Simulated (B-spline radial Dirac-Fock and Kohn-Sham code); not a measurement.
**What relativity does to the binding energies of Ru⁺**

System: ruthenium as Ru⁺ in the configuration 1s2 2s2 2p6 3s2 3p6 3d10 4s2 4p6 4d7.

Both columns are ΔSCF binding energies of the configuration average from a radial atomic solver: non-relativistic Hartree-Fock with a point nucleus, and Dirac-Fock with a finite nucleus and the Coulomb interaction alone, averaged over the two j levels with weights 2j+1.

```tsv
shell	Hartree-Fock (eV)	Dirac-Fock (eV)	shift (eV)	shift (%)
1s	21595.8	22197.0	+601.11	+2.78
2s	3109.7	3253.2	+143.44	+4.61
2p	2864.2	2903.6	+39.31	+1.37
3s	577.4	605.8	+28.40	+4.92
3p	480.2	488.3	+8.14	+1.69
4s	92.50	97.44	+4.94	+5.34
4p	61.68	62.90	+1.22	+1.97
4d	16.49	16.16	-0.32	-1.96
```

Relativity binds 1s, 2s, 2p, 3s, 3p, 4s, 4p more strongly, among those listed most of all 4s in relative terms, and 4d more weakly, because the contracted s and p shells screen the nucleus better.

Values without a named source are computed, but for edge energies of neutral atoms, which are taken from tables.
